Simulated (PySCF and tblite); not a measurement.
The numbers below are computed, except where a source is named.
System: C₅H₆Br (charge +1), numbered as in [CH2:1]=[CH:2][CH+:3]/[CH:4]=[CH:5]\[Br:6].

The path came from a restrained scan, a climbing-image band and a saddle search at GFN2-xTB; energies are CAM-B3LYP/pcSseg-1 + D3(BJ), IEF-PCM chloroform//GFN2-xTB, thermal terms GFN2-xTB. Rate constants are transition-state-theory values, counting equivalent paths, without tunnelling. Programs: tblite and PySCF.

The ion is treated without a counter-ion. Spin–orbit effects of heavy atoms on shieldings are missing.

Task: Estimate the barrier and the room-temperature rate of the rotation about the C2–C3 bond (torsion C1–C2–C3–C4 from 180° to 358°, rising).

Result: The electronic barrier is 17.8 kcal/mol and ΔG‡(298 K) 16.7 kcal/mol, over a C1 saddle with an imaginary mode of 456i cm⁻¹ (GFN2-xTB). With 2 equivalent paths, k is 7.6 s⁻¹, a mean lifetime of the start of 130 ms against this motion. The end lies 3.0 kcal/mol above the start in free energy.
